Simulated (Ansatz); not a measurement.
C$_{6}$H$_{14}$AlCl (`C[CH](C)[Al]([Cl])[CH](C)C`), one more setting.

```yaml
crystal:
  periodic: [false, false, false]
  atoms:
    - {symbol: C, position_ang: [-1.255830, -2.571005, 1.133046]}
    - {symbol: C, position_ang: [-1.003542, -1.367454, 0.186450]}
    - {symbol: C, position_ang: [-2.339172, -0.560519, 0.094692]}
    - {symbol: Al, position_ang: [0.594082, -0.239247, 0.610293]}
    - {symbol: Cl, position_ang: [1.894647, -0.926456, 2.210314]}
    - {symbol: C, position_ang: [0.906587, 1.432313, -0.242909]}
    - {symbol: C, position_ang: [2.256117, 2.078820, 0.084944]}
    - {symbol: C, position_ang: [0.786732, 1.295359, -1.757955]}
    - {symbol: H, position_ang: [-1.484613, -2.284798, 2.109876]}
    - {symbol: H, position_ang: [-0.319856, -3.239863, 1.195060]}
    - {symbol: H, position_ang: [-2.055710, -3.224876, 0.842547]}
    - {symbol: H, position_ang: [-0.806108, -1.779175, -0.814080]}
    - {symbol: H, position_ang: [-3.092729, -1.134749, -0.304341]}
    - {symbol: H, position_ang: [-2.541588, -0.145722, 1.081405]}
    - {symbol: H, position_ang: [-2.155398, 0.315992, -0.581207]}
    - {symbol: H, position_ang: [0.093545, 2.125543, 0.069897]}
    - {symbol: H, position_ang: [3.084449, 1.390691, -0.152848]}
    - {symbol: H, position_ang: [2.362317, 2.244589, 1.183775]}
    - {symbol: H, position_ang: [2.412022, 3.041170, -0.447274]}
    - {symbol: H, position_ang: [0.892472, 2.229315, -2.341355]}
    - {symbol: H, position_ang: [1.540371, 0.586226, -2.210625]}
    - {symbol: H, position_ang: [-0.095182, 0.846151, -2.106459]}
basis:
  gaussian: {orbitals: ANO-RCC-VTZP}
hamiltonian: {xc: {name: wB97}}
scf: {lower_state_search: full}
output: {forces: true}
```

```sh
$ ansatz run in.yaml --threads 4 --pin off --events-out ev --progress --plain --max-ram 66560MiB --backend cuda --devices 0, --max-vram 37GiB
```

It prints (some lines left out):

```
Functional definition: wB97
2784 factors; their error is unknown
1124 factors; integrals over basis functions are off by at most 1.5e-5 eV
mean field evaluation 1: about -25619.7094 eV, gradient 5.6e1 eV
mean field evaluation 2: about -25623.9997 eV, gradient 4.0e1 eV
mean field evaluation 4: about -25627.5759 eV, gradient 1.3e0 eV
mean field evaluation 8: about -25627.5147 eV, gradient 3.7e-1 eV
mean field evaluation 16: about -25627.5149 eV, gradient 6.8e-5 eV
mean field -25627.51485056 eV, -941.7937998048 hartree, gradient 2.0e-5 eV, S^2 0.000000; 0 other end points of the search recorded, 0 dependent functions left out
reference -25627.51482809 eV, -941.7937989789 hartree; 40, 40 occupied and 404, 404 virtual orbitals, 2784 factors
Total energy: -25627.51482809 eV, -941.7937989789 hartree
Relativity: scalar
Atom 0 at    -1.255830    -2.571005     1.133046 Å, force     2.802373    -1.064951    -1.462008 eV/Å
Atom 1 at    -1.003542    -1.367454     0.186450 Å, force    -0.616922    -0.388752     0.460035 eV/Å
Atom 2 at    -2.339172    -0.560519     0.094692 Å, force     3.649735     2.314423     0.104026 eV/Å
Atom 3 at     0.594082    -0.239247     0.610293 Å, force    -0.514176    -1.272484     1.026302 eV/Å
Atom 4 at     1.894647    -0.926456     2.210314 Å, force    -0.449912     0.296714    -0.688388 eV/Å
Atom 5 at     0.906587     1.432313    -0.242909 Å, force     0.181869     1.250849    -0.597849 eV/Å
Atom 6 at     2.256117     2.078820     0.084944 Å, force     0.353363     0.075537     0.981336 eV/Å
Atom 7 at     0.786732     1.295359    -1.757955 Å, force     1.766481    -0.403332    -1.104101 eV/Å
Atom 8 at    -1.484613    -2.284798     2.109876 Å, force    -0.237146     0.776942     1.815690 eV/Å
Atom 9 at    -0.319856    -3.239863     1.195060 Å, force    -1.297854     0.933126     0.011965 eV/Å
Atom 10 at    -2.055710    -3.224876     0.842547 Å, force    -0.622431    -0.264015    -0.634293 eV/Å
Atom 11 at    -0.806108    -1.779175    -0.814080 Å, force     0.008820     0.003213    -0.039722 eV/Å
Atom 12 at    -3.092729    -1.134749    -0.304341 Å, force    -2.036347    -1.355974    -0.669696 eV/Å
Atom 13 at    -2.541588    -0.145722     1.081405 Å, force    -0.548362    -0.115497     0.034698 eV/Å
Atom 14 at    -2.155398     0.315992    -0.581207 Å, force    -0.457294    -0.533152     0.416622 eV/Å
Atom 15 at     0.093545     2.125543     0.069897 Å, force     0.312326    -0.287120     0.012556 eV/Å
Atom 16 at     3.084449     1.390691    -0.152848 Å, force    -0.161512     0.281042    -0.201565 eV/Å
Atom 17 at     2.362317     2.244589     1.183775 Å, force    -0.096859     0.134210    -0.702678 eV/Å
Atom 18 at     2.412022     3.041170    -0.447274 Å, force    -0.066166    -0.501243     0.259320 eV/Å
Atom 19 at     0.892472     2.229315    -2.341355 Å, force     0.056066    -0.108180     0.524077 eV/Å
Atom 20 at     1.540371     0.586226    -2.210625 Å, force    -0.181602     0.744493     0.656359 eV/Å
Atom 21 at    -0.095182     0.846151    -2.106459 Å, force    -1.844450    -0.515850    -0.202686 eV/Å
Dipole moment:    -0.275085     0.178654    -0.404217 e Å
```

Hardware: 4 threads of an AMD EPYC 7R13 on a shared host and a share of an NVIDIA H100 80 GB. Wall time 14 s, peak host memory 1.8 GiB.
